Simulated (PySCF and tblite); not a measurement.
Results of a calculation; reference values are marked as such.
System: C6H5N, numbered as in [N:1]#[C:2][C:3]1=[CH:4][CH2:5][CH:6]=[CH:7]1.

Motion: shift of H on C5 from C5 to C6. GFN2-xTB gives an electronic barrier of 26.6 kcal/mol.

Tunnelling of the moving H, left out here, will speed the real process.

(1) What does PBE0/pcSseg-1 + D3(BJ) give on PBE0-D3(BJ)/def2-SVP geometries?

(2) And the level of the geometries itself, PBE0-D3(BJ)/def2-SVP?

Programs: tblite and PySCF.

Results:

(1) A barrier of 25.0 kcal/mol, 1.6 below the tight-binding barrier (from unrounded values) and, with GFN2-xTB thermal terms, ΔG‡(298 K) = 22.9 kcal/mol and k = 0.00021 s⁻¹ (2 equivalent paths).

(2) 23.8 kcal/mol.
